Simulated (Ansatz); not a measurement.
## Molecular dynamics of CH₅NSSi

Input file:

```yaml
crystal:
  periodic: [false, false, false]
  atoms:
    - { symbol: Si, position_ang: [0.390744, 1.728937, 0.148527] }
    - { symbol: "N", position_ang: [-0.205497, -0.294952, 0.436456] }
    - { symbol: C, position_ang: [-0.463594, -1.218588, -0.55001] }
    - { symbol: S, position_ang: [-0.593061, -2.889661, -0.300441] }
    - { symbol: H, position_ang: [1.036405, 1.55695, -1.224862] }
    - { symbol: H, position_ang: [-0.974845, 0.82489, 0.501264] }
    - { symbol: H, position_ang: [1.5517, 1.714732, 1.142807] }
    - { symbol: H, position_ang: [-0.059087, -0.687609, 1.378116] }
    - { symbol: H, position_ang: [-0.594267, -0.780998, -1.548858] }
basis:
  gaussian: { orbitals: "6-31G" }
hamiltonian:
  xc: pbe
md:
  timestep: 0.5
  n_steps: 200
  ensemble: nve
  temperature: 100.0
  initial_velocities: maxwell_boltzmann
  seed: 8058
```

Run as:

```bash
$ ansatz run input.yaml --threads 1 --pin off --max-ram 2048MiB --backend cpu --events-out ev --progress --plain --runs-dir out
```

It starts at the highest image of a converged band. Of that band: Neighbouring images differ by up to 1.9 eV, so the band resolves the path poorly. A vibrational analysis at the climbing image gives one clearly imaginary mode, 1239i cm⁻¹: a first-order saddle point.

Output, in part (one step line in 7, the closing report, with atoms numbered from 0):

```
md step     0: t =     0.00 fs  T =   100.0 K  F+E_penalty+E_count = -21303.86905448 eV  E_kin = 0.090482 eV  conserved = -21303.77857248 eV  (26 SCF iters)
md step     7: t =     3.50 fs  T =    66.2 K  F+E_penalty+E_count = -21303.83809897 eV  E_kin = 0.059882 eV  conserved = -21303.77821738 eV  (24 SCF iters)
md step    14: t =     7.00 fs  T =   110.2 K  F+E_penalty+E_count = -21303.87796405 eV  E_kin = 0.099742 eV  conserved = -21303.77822182 eV  (30 SCF iters)
md step    21: t =    10.50 fs  T =   327.8 K  F+E_penalty+E_count = -21304.07452501 eV  E_kin = 0.296607 eV  conserved = -21303.77791801 eV  (30 SCF iters)
md step    28: t =    14.00 fs  T =  1006.1 K  F+E_penalty+E_count = -21304.68831457 eV  E_kin = 0.910357 eV  conserved = -21303.77795743 eV  (29 SCF iters)
md step    35: t =    17.50 fs  T =  2027.0 K  F+E_penalty+E_count = -21305.61417460 eV  E_kin = 1.834081 eV  conserved = -21303.78009379 eV  (27 SCF iters)
md step    42: t =    21.00 fs  T =  2320.4 K  F+E_penalty+E_count = -21305.87977339 eV  E_kin = 2.099506 eV  conserved = -21303.78026691 eV  (27 SCF iters)
md step    49: t =    24.50 fs  T =  1838.1 K  F+E_penalty+E_count = -21305.44232308 eV  E_kin = 1.663149 eV  conserved = -21303.77917440 eV  (29 SCF iters)
md step    56: t =    28.00 fs  T =  1284.9 K  F+E_penalty+E_count = -21304.94140286 eV  E_kin = 1.162609 eV  conserved = -21303.77879426 eV  (29 SCF iters)
md step    63: t =    31.50 fs  T =  1005.3 K  F+E_penalty+E_count = -21304.68856599 eV  E_kin = 0.909658 eV  conserved = -21303.77890781 eV  (28 SCF iters)
md step    70: t =    35.00 fs  T =   965.2 K  F+E_penalty+E_count = -21304.65251938 eV  E_kin = 0.873294 eV  conserved = -21303.77922522 eV  (29 SCF iters)
md step    77: t =    38.50 fs  T =  1275.9 K  F+E_penalty+E_count = -21304.93416908 eV  E_kin = 1.154445 eV  conserved = -21303.77972422 eV  (27 SCF iters)
md step    84: t =    42.00 fs  T =  1417.9 K  F+E_penalty+E_count = -21305.06284014 eV  E_kin = 1.282901 eV  conserved = -21303.77993906 eV  (28 SCF iters)
md step    91: t =    45.50 fs  T =  1130.6 K  F+E_penalty+E_count = -21304.80170997 eV  E_kin = 1.022987 eV  conserved = -21303.77872248 eV  (28 SCF iters)
md step    98: t =    49.00 fs  T =  1349.9 K  F+E_penalty+E_count = -21304.99976436 eV  E_kin = 1.221441 eV  conserved = -21303.77832372 eV  (28 SCF iters)
md step   105: t =    52.50 fs  T =  2188.1 K  F+E_penalty+E_count = -21305.76175083 eV  E_kin = 1.979807 eV  conserved = -21303.78194361 eV  (28 SCF iters)
md step   112: t =    56.00 fs  T =  1868.1 K  F+E_penalty+E_count = -21305.46880304 eV  E_kin = 1.690335 eV  conserved = -21303.77846756 eV  (27 SCF iters)
md step   119: t =    59.50 fs  T =  1540.3 K  F+E_penalty+E_count = -21305.17309291 eV  E_kin = 1.393712 eV  conserved = -21303.77938108 eV  (28 SCF iters)
md step   126: t =    63.00 fs  T =  1311.7 K  F+E_penalty+E_count = -21304.96604496 eV  E_kin = 1.186839 eV  conserved = -21303.77920602 eV  (30 SCF iters)
md step   133: t =    66.50 fs  T =  1104.7 K  F+E_penalty+E_count = -21304.77852079 eV  E_kin = 0.999559 eV  conserved = -21303.77896148 eV  (30 SCF iters)
md step   140: t =    70.00 fs  T =   915.2 K  F+E_penalty+E_count = -21304.60741131 eV  E_kin = 0.828124 eV  conserved = -21303.77928762 eV  (29 SCF iters)
md step   147: t =    73.50 fs  T =   924.1 K  F+E_penalty+E_count = -21304.61474914 eV  E_kin = 0.836129 eV  conserved = -21303.77861975 eV  (28 SCF iters)
md step   154: t =    77.00 fs  T =  1406.7 K  F+E_penalty+E_count = -21305.05155906 eV  E_kin = 1.272819 eV  conserved = -21303.77873972 eV  (27 SCF iters)
md step   161: t =    80.50 fs  T =  2129.1 K  F+E_penalty+E_count = -21305.70594912 eV  E_kin = 1.926473 eV  conserved = -21303.77947575 eV  (26 SCF iters)
md step   168: t =    84.00 fs  T =  2526.9 K  F+E_penalty+E_count = -21306.06750421 eV  E_kin = 2.286412 eV  conserved = -21303.78109240 eV  (27 SCF iters)
md step   175: t =    87.50 fs  T =  1648.2 K  F+E_penalty+E_count = -21305.26982562 eV  E_kin = 1.491324 eV  conserved = -21303.77850148 eV  (28 SCF iters)
md step   182: t =    91.00 fs  T =  1094.9 K  F+E_penalty+E_count = -21304.77103008 eV  E_kin = 0.990659 eV  conserved = -21303.78037108 eV  (29 SCF iters)
md step   189: t =    94.50 fs  T =   558.6 K  F+E_penalty+E_count = -21304.28372086 eV  E_kin = 0.505420 eV  conserved = -21303.77830130 eV  (30 SCF iters)
md step   196: t =    98.00 fs  T =  1032.9 K  F+E_penalty+E_count = -21304.71251284 eV  E_kin = 0.934584 eV  conserved = -21303.77792903 eV  (29 SCF iters)
md step   200: t =   100.00 fs  T =  1904.8 K  F+E_penalty+E_count = -21305.50583938 eV  E_kin = 1.723530 eV  conserved = -21303.78230915 eV  (27 SCF iters)
Total energy: -21305.50587694 eV, -782.9628995871 hartree
Atom 0 at     0.247983     1.622736     0.118677 Å, force     0.813321    -2.163089     0.280261 eV/Å
Atom 1 at     0.029813    -0.293281     0.503080 Å, force     0.327996     0.783963     0.466836 eV/Å
Atom 2 at    -0.285950    -1.180589    -0.447166 Å, force    -1.215224    -0.100022    -1.545256 eV/Å
Atom 3 at    -0.654411    -2.863259    -0.331937 Å, force     0.535236     0.735035     0.112479 eV/Å
Atom 4 at     1.040833     1.496846    -1.148078 Å, force    -0.435424     0.285425    -0.584141 eV/Å
Atom 5 at    -0.925358     2.638399     0.093530 Å, force     0.526418    -0.591661     0.293764 eV/Å
Atom 6 at     1.443551     1.489179     1.012054 Å, force    -0.034491     1.208556     0.793711 eV/Å
Atom 7 at     0.356771    -0.736630     1.380119 Å, force    -0.397519     0.635276     0.155725 eV/Å
Atom 8 at    -0.413577    -0.616602    -1.406963 Å, force    -0.120311    -0.793483     0.026622 eV/Å
Dipole moment:     0.197821     1.242670     0.211475 e Å
```

The run went to its last step. The conserved energy stayed within 0.42 meV per atom of its start (net change -0.42 meV per atom), so the integration is sound. The system heated up, since it started high on the potential surface and ran downhill. A run of 0.1 ps of so small a system gives no equilibrium averages. The orbitals stay closed-shell, which can raise the energy where a bond breaks towards radicals; this wasn't checked here. Limits of this set-up: no polarisation functions.

The step under study would form N2–H6 and break Si1–H6. These pairs go: N2–H6 1.36 → 3.11 Å, Si1–H6 1.68 → 1.55 Å. In the last frame they stand as before the step (other bonds may differ from the relaxed reactants and products). It ends as one piece, CH5NSSi. Pairs count as bonded within 1.25 times the sum of covalent radii (0.12 Å more for H–H).

Last frame:

```xyz
9
Properties=species:S:1:pos:R:3
Si 0.248 1.623 0.119
N 0.030 -0.293 0.503
C -0.286 -1.181 -0.447
S -0.654 -2.863 -0.332
H 1.041 1.497 -1.148
H -0.925 2.638 0.093
H 1.444 1.489 1.012
H 0.357 -0.737 1.380
H -0.414 -0.617 -1.407
```

Run time: 7.3 min on 1 thread of Arm Neoverse V2 (shared host), peak memory 0.1 GiB.
